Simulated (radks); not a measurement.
Charge is removed step by step from the 3d5/2 level of the nickel ion Ni2+, starting from [Ar] 3d(3/2: 4, 5/2: 4). Method: Dirac Kohn-Sham, PBE, spin-unpolarised, spherical densities, point nucleus; computed with a radial shooting solver on a logarithmic mesh with Libxc functionals.

removed (e)	E - E(0) (eV)	eigenvalue (eV)	E minus straight line (eV)
0	0.000	-28.246	0.000
0.25	7.606	-32.634	-1.728
0.5	16.333	-37.215	-2.336
0.75	26.228	-41.979	-1.774
1	37.337	-46.919	0.000

Removing the whole electron costs 37.337 eV by Delta-SCF, against 28.246 eV from minus the eigenvalue at the starting occupation. Slater's transition state (half an electron removed) gives 37.215 eV. Integrating minus the eigenvalue over the occupation (Janak's theorem) gives 37.337 eV. The mean slope of the eigenvalue, de/dn, is 18.7 eV per electron. Ionisation energy of Ni2+ in the NIST Atomic Spectra Database: 35.19 eV (measured).

Beside tabulated values, note that spin-unpolarised runs miss the spin-polarisation part of the exchange energy of open shells.
